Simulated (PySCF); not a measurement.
An equivalent PySCF input for F (fluorine, neutral), [He] 2s2 2p5, 2P determinant, with no relativity, point nucleus:

```python
from pyscf import gto, scf, dft, mp, cc
import basis_set_exchange as bse
mol = gto.M(atom="F 0 0 0", charge=0, spin=1, symmetry="D2h",
            basis=gto.basis.parse(bse.get_basis("dyall-av2z", elements=["F"], fmt="nwchem")))
mf = dft.UKS(mol, xc="BHANDHLYP")
mf.irrep_nelec = {'Ag': (2, 2), 'B1u': (1, 1), 'B2u': (1, 1), 'B3u': (1, 0)}
mf.kernel()
```

It reaches the same state as the run whose output follows, with an energy that differs only through the grid. The run itself started from symmetry-adapted Hartree-Fock orbitals and held the occupation by maximum overlap, on a logarithmic radial grid, so the iterations belong to that start.

```
SCF conv_tol = 1e-09
number electrons alpha = 5  beta = 4
XC functionals = BHANDHLYP
    A. D. Becke.,  J. Chem. Phys. 98, 1372 (1993)
    Defined through Gaussian implementation.
cycle= 1 E= -99.7446391324239  delta_E= -0.00409  |g|= 0.0139  |ddm|= 0.0431
cycle= 2 E= -99.7446822595691  delta_E= -4.31e-05  |g|= 0.00394  |ddm|= 0.00466
cycle= 3 E= -99.7446859961296  delta_E= -3.74e-06  |g|= 0.00228  |ddm|= 0.00198
cycle= 4 E= -99.7446874380822  delta_E= -1.44e-06  |g|= 0.000307  |ddm|= 0.000753
cycle= 5 E= -99.7446875172238  delta_E= -7.91e-08  |g|= 5.14e-05  |ddm|= 0.000264
cycle= 6 E= -99.7446875191874  delta_E= -1.96e-09  |g|= 2.56e-06  |ddm|= 4.65e-05
cycle= 7 E= -99.7446875191905  delta_E= -3.03e-12  |g|= 3.31e-07  |ddm|= 1.39e-06
converged SCF energy = -99.7446875191905  <S^2> = 0.75208037  2S+1 = 2.0020793
```
